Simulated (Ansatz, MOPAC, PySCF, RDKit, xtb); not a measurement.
Noncovalent pair: HF (SMILES F) (first 2 atoms) with HI (SMILES I); geometry from B3LYP-D3(BJ)/def2-TZVP, rigid monomers moved along the line of their centres of mass till F1···H4 is 2.01 Å.
(charge 0, multiplicity 1):
```xyz
4

F      0.5518     0.6191    -0.2611
H      0.2829    -0.2134    -0.5646
I     -0.0980     0.2313     3.2017
H      0.3128     0.7525     1.7258
```

```json
[
 {"level": "UFF", "interaction energy (kJ/mol)": "32.8", "cost": "-"},
 {"level": "GFN-FF", "interaction energy (kJ/mol)": "-5.2", "cost": "-"},
 {"level": "AM1", "interaction energy (kJ/mol)": "-0.4", "cost": "-"},
 {"level": "PM3", "interaction energy (kJ/mol)": "3.4", "cost": "-"},
 {"level": "PM6", "interaction energy (kJ/mol)": "6.0", "cost": "-"},
 {"level": "PM7", "interaction energy (kJ/mol)": "11.4", "cost": "-"},
 {"level": "GFN1-xTB", "interaction energy (kJ/mol)": "-0.5", "cost": "-"},
 {"level": "GFN2-xTB", "interaction energy (kJ/mol)": "-8.9", "cost": "-"},
 {"level": "HF/STO-3G (no counterpoise)", "interaction energy (kJ/mol)": "-8.7", "cost": "-"},
 {"level": "HF/3-21G (no counterpoise)", "interaction energy (kJ/mol)": "-12.2", "cost": "-"},
 {"level": "HF/def2-SVPD", "interaction energy (kJ/mol)": "2.3", "cost": "-"},
 {"level": "HF/def2-TZVPPD", "interaction energy (kJ/mol)": "3.1", "cost": "-"},
 {"level": "HF/def2-QZVPPD", "interaction energy (kJ/mol)": "3.1", "cost": "-"},
 {"level": "PBE-D3(BJ)/def2-TZVPPD", "interaction energy (kJ/mol)": "-6.7", "cost": "×1"},
 {"level": "PBE-D4/def2-TZVPPD", "interaction energy (kJ/mol)": "-6.6", "cost": "×1"},
 {"level": "r2SCAN/def2-TZVPPD", "interaction energy (kJ/mol)": "-5.8", "cost": "×2"},
 {"level": "r2SCAN-D4/def2-TZVPPD", "interaction energy (kJ/mol)": "-6.3", "cost": "×2"},
 {"level": "B3LYP/3-21G (no counterpoise)", "interaction energy (kJ/mol)": "-30.3", "cost": "-"},
 {"level": "B3LYP/def2-TZVPPD", "interaction energy (kJ/mol)": "-1.7", "cost": "×1"},
 {"level": "B3LYP-D3(BJ)/def2-TZVPPD", "interaction energy (kJ/mol)": "-4.9", "cost": "×1"},
 {"level": "B3LYP-D4/def2-TZVPPD", "interaction energy (kJ/mol)": "-4.5", "cost": "×1"},
 {"level": "PBE0/def2-TZVPPD", "interaction energy (kJ/mol)": "-4.2", "cost": "×1"},
 {"level": "PBE0-D3(BJ)/def2-TZVPPD", "interaction energy (kJ/mol)": "-6.0", "cost": "×1"},
 {"level": "PBE0-D4/def2-TZVPPD", "interaction energy (kJ/mol)": "-5.9", "cost": "×1"},
 {"level": "wB97X-V/def2-TZVPPD", "interaction energy (kJ/mol)": "-4.5", "cost": "×3"},
 {"level": "wB97M-V/def2-TZVPPD", "interaction energy (kJ/mol)": "-4.5", "cost": "×4"},
 {"level": "MP2/def2-SVPD", "interaction energy (kJ/mol)": "-2.3", "cost": "-"},
 {"level": "MP2/def2-TZVPPD", "interaction energy (kJ/mol)": "-2.9", "cost": "-"},
 {"level": "MP2/def2-QZVPPD", "interaction energy (kJ/mol)": "-4.0", "cost": "-"},
 {"level": "MP2/CBS(def2-TZVPPD, def2-QZVPPD)", "interaction energy (kJ/mol)": "-4.9", "cost": "-"},
 {"level": "SCS-MP2/def2-SVPD", "interaction energy (kJ/mol)": "-0.3", "cost": "-"},
 {"level": "SCS-MP2/def2-TZVPPD", "interaction energy (kJ/mol)": "-0.6", "cost": "-"},
 {"level": "SCS-MP2/def2-QZVPPD", "interaction energy (kJ/mol)": "-1.7", "cost": "-"},
 {"level": "CCSD/def2-SVPD", "interaction energy (kJ/mol)": "-0.4", "cost": "-"},
 {"level": "CCSD/def2-TZVPPD", "interaction energy (kJ/mol)": "-0.8", "cost": "-"},
 {"level": "CCSD/def2-QZVPPD", "interaction energy (kJ/mol)": "-2.1", "cost": "-"},
 {"level": "CCSD(T)/def2-SVPD", "interaction energy (kJ/mol)": "-1.2", "cost": "×2"},
 {"level": "CCSD(T)/def2-TZVPPD", "interaction energy (kJ/mol)": "-1.9", "cost": "×8"},
 {"level": "CCSD(T)/def2-QZVPPD", "interaction energy (kJ/mol)": "-3.3", "cost": "×30*"},
 {"level": "CCSD(T)/CBS(def2-TZVPPD, def2-QZVPPD)", "interaction energy (kJ/mol)": "-4.3", "cost": "×40*"}
]
```

The rows run from -30.3 (B3LYP/3-21G (no counterpoise)) to 32.8 kJ/mol (UFF). In def2-QZVPPD the value moves HF 3.1, MP2 -4.0, CCSD -2.1, CCSD(T) -3.3, a shift of -6.4 from HF to CCSD(T). From def2-SVPD to def2-QZVPPD CCSD(T) changes by -2.1. The dispersion term adds -0.5 in r2SCAN-D4, -3.2 in B3LYP-D3(BJ), -2.9 in B3LYP-D4. The 5 functionals in def2-TZVPPD without D3 or D4 span 4.1, from r2SCAN to B3LYP.

Counterpoise-corrected where a basis set is named; no monomer relaxation. Rows marked so take none. RDKit's UFF carries no charges.

Frozen-core correlation. Filled d and f shells under p-block atoms count as core. CBS: X⁻³ extrapolation of the correlation energy, Hartree–Fock from the larger set. Rows in 3-21G, STO-3G carry no dispersion term and start afresh at each structure; the Pople sets are all-electron and without relativity. The state reached by AM1, PM3, PM6, PM7 isn't checked; PM7 holds dispersion and hydrogen-bond terms.

Programs: Ansatz (a first-principles code) with Gaussian orbitals; MOPAC for AM1, PM3, PM6, PM7 (differences of heats of formation); PySCF for 3-21G rows, STO-3G rows, the dispersion terms; RDKit for the force fields; xtb for the GFN methods. Values without a source in brackets are computed. In def2 rows elements past Kr take small-core potentials, without spin–orbit coupling.

Costs are rough ratios of core time to PBE/def2-TZVPPD (about 3 s over the structures, on one shared machine); a dash marks a level with no comparable run of its own. A star marks coupled-cluster runs past 200 virtual orbitals, where the program's memory plan changes under this machine's limit, so their costs aren't comparable with smaller runs.
